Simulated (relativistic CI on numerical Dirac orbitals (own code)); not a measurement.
L2,3 absorption of iron in several valence states

Computed multiplet spectra 2p⁶3dⁿ → 2p⁵3dⁿ⁺¹ (Dirac-Coulomb-Breit ions, Slater integrals scaled by 0.7, an assumed crystal field that grows with the charge, no charge transfer; 300 K; Lorentzian 0.4 eV and Gaussian 0.3 eV FWHM at both edges, so that L2 comes out sharper than in experiment). Peaks over 5 % are given in eV from the highest peak in the L3 region of each spectrum (height, largest 100). S of the lowest state is read from ⟨S²⟩, and the branching ratio is the share of L3, cut at the minimum between the edges.

Field parameters in Wybourne normalisation: Oh B⁴₀ = 21Dq, B⁴₄ = √(5/14) B⁴₀. The field is a parameter set, without covalency.

- Fe³⁺ (d5, Oh, 10Dq = 18850 cm⁻¹): S = 2.50, high spin, branching ratio 0.76; peaks -2.4 (41), 0.0 (100), 1.3 (23), 10.7 (14), 12.2 (10), 13.0 (18), 14.3 (13)
- Fe⁴⁺ (d4, Oh, 10Dq = 23100 cm⁻¹): S = 1.25, low spin, branching ratio 0.71; peaks -3.7 (34), -2.1 (51), -0.7 (88), 0.0 (100), 0.9 (87), 9.9 (20), 10.9 (42), 12.0 (48), 12.9 (23), 14.5 (12), 15.6 (7)
- Fe⁵⁺ (d3, Oh, 10Dq = 27350 cm⁻¹): S = 1.50, branching ratio 0.60; peaks -3.8 (36), -1.9 (49), 0.0 (88), 0.6 (77), 1.1 (77), 4.0 (11), 5.8 (6), 9.8 (42), 10.8 (100), 12.0 (36), 13.6 (47)

Question: What spin state follows for Fe²⁺ in Oh, 10Dq = 14600 cm⁻¹, and does its branching ratio lie nearer 2/3 or nearer 0.8?

Answer: Fe²⁺ (d6, Oh, 10Dq = 14600 cm⁻¹): S = 0.04, low spin, branching ratio 0.67; peaks -1.7 (8), 0.0 (100), 1.7 (33), 3.1 (5), 12.1 (52), 13.1 (15). High-spin states, above all those with an unquenched orbital moment, raise the ratio above the statistical 2/3; low spin and nearly empty shells keep it near or below 2/3.

The centroid of the whole edge, which also moves with the branching ratio, lies at 714.3 (Fe²⁺), 716.0 (Fe³⁺), 719.7 (Fe⁴⁺), 725.5 (Fe⁵⁺) eV in this ionic model, in steps of 1.7 to 5.8 eV. Compounds show about 1 to 2 eV a unit and lower energies for the high valences, since ligands screen the charge. The multiplet shape follows the d count and the spin state, and so serves as a fingerprint of valence. Fe⁴⁺ lies at a spin crossover.
